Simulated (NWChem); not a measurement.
O[Se]F (HSeOF), optimised at PBE-D3(BJ)/def2-SVP with NWChem:

```
Quantity                           Value
---------------------------------  -----
highest occupied level (eV)        -5.29
orbital gap (eV)                    2.88
dipole (D)                          2.18
highest harmonic frequency (cm⁻¹)   3643
zero-point energy (kcal/mol)         9.7
```

All stand in one matching conformer (torsions within 35°), which need not be the lowest. This build's default masses of Se (78.918 u) and Br (79.917 u) are each other's, which moves their modes by up to 0.6 %.

Q: One Se atom is replaced by Ca, giving [OH][Ca][F] (CaHOF), optimised at the same level. How do these values move?

A: 
```json
[
 {"quantity": "highest occupied level (eV)", "new value": "-5.56", "change": "-0.27"},
 {"quantity": "orbital gap (eV)", "new value": "3.61", "change": "+0.73"},
 {"quantity": "dipole (D)", "new value": "3.44", "change": "+1.26"},
 {"quantity": "highest harmonic frequency (cm⁻¹)", "new value": "3829", "change": "+186"},
 {"quantity": "zero-point energy (kcal/mol)", "new value": "8.7", "change": "-1.0"}
]
```
